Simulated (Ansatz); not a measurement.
Coupled-cluster run, `CO[Si](C#N)(C#N)C#N`.

```yaml
crystal:
  periodic: [false, false, false]
  atoms:
    - {symbol: C, position_ang: [1.144843, -1.486237, -0.696669]}
    - {symbol: O, position_ang: [1.085895, -0.183680, -0.124105]}
    - {symbol: Si, position_ang: [-0.220552, 0.636524, 0.293568]}
    - {symbol: C, position_ang: [-1.339774, 0.932389, -1.130614]}
    - {symbol: N, position_ang: [-2.015312, 1.075476, -2.051764]}
    - {symbol: C, position_ang: [0.308627, 2.245953, 0.973356]}
    - {symbol: N, position_ang: [0.624553, 3.264892, 1.404552]}
    - {symbol: C, position_ang: [-1.218206, -0.243170, 1.558209]}
    - {symbol: N, position_ang: [-1.816968, -0.843242, 2.337145]}
    - {symbol: H, position_ang: [0.699653, -2.222654, -0.023663]}
    - {symbol: H, position_ang: [0.628211, -1.506924, -1.659005]}
    - {symbol: H, position_ang: [2.196031, -1.724627, -0.846910]}
basis:
  gaussian: {orbitals: def2-SVP}
correlation: {method: ccsd_t}
```

```sh
$ ansatz run in.yaml --threads 3 --pin off --events-out ev --progress --plain --backend cuda
```

Output of Ansatz, abridged:

```
Functional definition: HF
1461 factors; integrals over basis functions are off by at most 1.4e-3 eV
mean field evaluation 1: about -18496.1988 eV, gradient 5.4e1 eV
mean field evaluation 2: about -18496.2131 eV, gradient 5.4e1 eV
mean field evaluation 4: about -18503.5843 eV, gradient 5.7e0 eV
mean field evaluation 8: about -18503.7160 eV, gradient 5.4e-1 eV
mean field evaluation 16: about -18503.5694 eV, gradient 5.7e0 eV
mean field -18503.71701095 eV, -679.9990578826 hartree, gradient 1.3e-6 eV, S^2 0.000000; 0 other end points of the search recorded, 0 dependent functions left out
13 core orbitals not correlated: weight in the atoms' cores, before any rotation towards them, 1.000 or more for the frozen orbitals, at most 0.000 for the correlated occupied ones
reference -18503.71701095 eV, -679.9990578826 hartree; 22, 22 occupied and 110, 110 virtual orbitals, 1461 factors
second order -33.45257485 eV of doubles, -0.00000000 eV of singles
cycle   1  -32.89910774 eV  change    5.5e-1 eV  update   1.6e-1
cycle   2  -34.01709955 eV  change    -1.1e0 eV  update   4.8e-2
cycle   3  -34.27790481 eV  change   -2.6e-1 eV  update   2.3e-2
cycle   4  -34.28783388 eV  change   -9.9e-3 eV  update   7.0e-3
cycle   5  -34.29943218 eV  change   -1.2e-2 eV  update   3.0e-3
cycle   6  -34.30150984 eV  change   -2.1e-3 eV  update   6.8e-4
cycle   7  -34.30147012 eV  change    4.0e-5 eV  update   2.6e-4
cycle   8  -34.30158196 eV  change   -1.1e-4 eV  update   5.9e-5
cycle   9  -34.30160328 eV  change   -2.1e-5 eV  update   2.1e-5
perturbative correction -1.36664054 eV, -0.0502231137 hartree
Total energy: -18539.38525477 eV, -681.3098416662 hartree
```

It took 4.2 s on 3 threads of an AMD EPYC 7R13 on a shared host and a share of an NVIDIA H100 80 GB, with 0.79 GiB of host memory at the peak.

Correlation energy per correlated electron: -0.811 eV. T1 diagnostic: 0.0136.
